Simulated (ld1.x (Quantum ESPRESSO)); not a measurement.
# Before and after: TM potential for ruthenium (Ru)

ld1.x (Quantum ESPRESSO) 7.5 input, shortened:

```
&input
   title='Ru', zed=44., rel=2, dft='BP', iswitch=3,
   config='[Kr] 4d7 5s1 5p0', rel_dist='average'
 /
 &inputp
   pseudotype=2, tm=.true., lloc=0,
   nlcc=.false.
 /
3
4P  2  1   6.00   0.00  1.95  1.95  0.0
4D  3  2   7.00   0.00  2.00  2.00  0.0
5S  1  0   1.00   0.00  2.25  2.25  0.0
 &test
   configts(1)='4p6 4d7 5s1 5p0'
 /
```

Open shells are filled in proportion to 2j + 1 (rel_dist='average').

All-electron outer shells of the reference configuration (BP86, scalar-relativistic, ld1.x):

```json
{"shell": "3d", "level (eV)": "-273.38", "outermost node (bohr)": "–", "outermost maximum (bohr)": "0.30"}
{"shell": "4s", "level (eV)": "-76.54", "outermost node (bohr)": "0.48", "outermost maximum (bohr)": "0.92"}
{"shell": "4p", "level (eV)": "-46.56", "outermost node (bohr)": "0.49", "outermost maximum (bohr)": "0.98"}
{"shell": "4d", "level (eV)": "-5.34", "outermost node (bohr)": "0.48", "outermost maximum (bohr)": "1.21"}
{"shell": "5s", "level (eV)": "-4.43", "outermost node (bohr)": "1.24", "outermost maximum (bohr)": "2.73"}
{"shell": "5p", "level (eV)": "-0.99", "outermost node (bohr)": "1.41", "outermost maximum (bohr)": "3.87"}
```

Change: wave 5s (bound): rc 2.25 bohr becomes 5s (bound): rc 1.72 bohr.

Cutoffs: the cutoffs (Ry, on a coarse ladder) from which the occupation-weighted sum of valence levels, in a spherical-Bessel basis at the reference potential, stays within 10 and 1 mRy of its value at 400 Ry; they do not see the model core or the augmentation charge, which bear on the density cutoff. Errors are all-electron minus pseudo energies relative to the spin-unpolarised reference configuration.

Task: How do hardness, ghosts and transferability respond?

Result: The potential gets harder (45 Ry and 70 Ry → 50 Ry and 80 Ry); the number of tests that count goes from 6 to 7; of the 6 tests that both files solve, the error grows in 2 and shrinks in 3 by more than 15 % and 0.3 meV (median size 176.9 → 206.7 meV); neither file shows a bound ghost at the reference potential, the only one tested. A smaller radius makes the pseudo-wave follow the all-electron one further in, where it bends more sharply, so more plane waves are needed.

| quantity | base | changed |
| --- | --- | --- |
| cutoff, loose | 45 Ry | 50 Ry |
| cutoff, tight | 70 Ry | 80 Ry |
| loose cutoff by channel (10 mRy a level) | p 30 Ry, d 40 Ry, s 6 Ry | p 30 Ry, d 40 Ry, s 25 Ry |
| bound ghosts | none | none |
| tests counted (converged, no solver errors) | 6 of 7 | 7 of 7 |
| error for 4p6 4d7 5s0 5p0, meV [ΔE 7.47 eV] | -9.5 | +10.0 |
| error for 4p6 4d6 5s0 5p0, meV [ΔE 25.77 eV] | -61 | -33 |
| error for 4p6 4d5 5s0 5p0, meV [ΔE 56.48 eV] | -287 | -204 |
| error for 4p6 4d4 5s0 5p0, meV [ΔE 101.06 eV] | -681 | -522 |
| error for 4p6 4d6 5s2 5p0, meV [ΔE 1.64 eV] | -67 | +209 |
| error for 4p5 4d7 5s1 5p0, meV [ΔE 52.60 eV] | -287 | +868 |

Base: Tests not counted: 4p6 4d7 5s0 5p1 (pseudo-atom not self-consistent, printed error -442 meV). These tests converged, but a pseudo level misses the all-electron one widely, so the file describes the atom poorly there or has found another state: 4p6 4d5 5s0 5p0: empty 5p by 2.7 eV; 4p6 4d4 5s0 5p0: empty 5p by 3.9 eV (a node warning on the way). ld1.x printed “convergence not achieved” for 2 of the counted tests; their residual had stalled under 1e-8, short of the target of 1e-14. Changed file: These tests converged, but a pseudo level misses the all-electron one widely, so the file describes the atom poorly there or has found another state: 4p6 4d5 5s0 5p0: empty 5s by 5.2 eV (a node warning on the way); 4p6 4d4 5s0 5p0: empty 5s by 11.7 eV. ld1.x printed “convergence not achieved” for 1 of the counted tests; its residual had stalled under 1e-8, short of the target of 1e-14.
